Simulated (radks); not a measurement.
Polarisabilities and homonuclear dispersion coefficients (atomic units). Code: a radial shooting solver on a logarithmic mesh with Libxc functionals. Model: scalar-relativistic Kohn-Sham, LDA (Slater exchange, Perdew-Wang correlation), spin-unpolarised, spherical densities, finite nucleus; Fermi nuclear charge, rms radius of each element as measured or else 0.836 A^(1/3) + 0.57 fm. Response by self-consistent Sternheimer equations with the Hartree and adiabatic LDA kernel, the relativistic mass of each level held fixed and spin-orbit coupling left out. "Uncoupled" leaves out the induced potential. Quadrupole and octupole values are given only where no p, d or f shell is open.

| species | configuration | alpha1 (bohr^3) | alpha1, uncoupled | alpha2 (bohr^5) | alpha3 (bohr^7) | C6 | C8 | recommended alpha1 |
|---|---|---|---|---|---|---|---|---|
| Kr | [Kr] | 18.08 | 27.79 | 111.0 | 1514 | 140.9 | 4547 | 16.78 +/- 0.02 |
| Rb+ | [Kr] | 9.461 | 14.84 | 38.43 | 335.1 | 57.59 | 1278 | - |
| Sr2+ | [Kr] | 5.933 | 9.381 | 18.03 | 115.3 | 29.52 | 501.7 | - |
| Zr4+ | [Kr] | 2.987 | 4.744 | 5.926 | 24.22 | 10.75 | 122.8 | - |
| Nb5+ | [Kr] | 2.273 | 3.609 | 3.800 | 13.02 | 7.141 | 69.41 | - |
| Mo6+ | [Kr] | 1.783 | 2.826 | 2.556 | 7.487 | 4.945 | 41.59 | - |
| Tc7+ | [Kr] | 1.431 | 2.264 | 1.784 | 4.537 | 3.538 | 26.08 | - |
| Ru8+ | [Kr] | 1.170 | 1.847 | 1.282 | 2.866 | 2.599 | 16.96 | - |

Recommended values: Schwerdtfeger and Nagle, table of static dipole polarisabilities (2023 update), measured or computed.
